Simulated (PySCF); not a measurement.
A calculated (UHF, PySCF 2.14, x2c-QZVPPall with one added diffuse shell each of s, p, d, f type, the spin-free X2C one-electron Hamiltonian (Gaussian nucleus)) atom or ion has these occupied shells.

| shell | electrons | orbital energy (eV) | rms radius, mean of both spins (bohr) |
| --- | --- | --- | --- |
| 1s | 2 | -13548.3 | 0.0492 |
| 2s | 2 | -1816.6 | 0.205 |
| 2p | 6 | -1596.1 | 0.183 |
| 3s | 2 | -268.21 | 0.588 |
| 3p | 6 | -196.19 | 0.607 |
| 3d | 10 | -76.628 | 0.651 |
| 4s | 2 | -19.383 | 1.89 |
| 4p | 6 | -3.744 | 2.53 |

Q: Name the element and its charge.

A: Br⁻ (bromine, charge -1), in [Kr], closed-shell 1S.
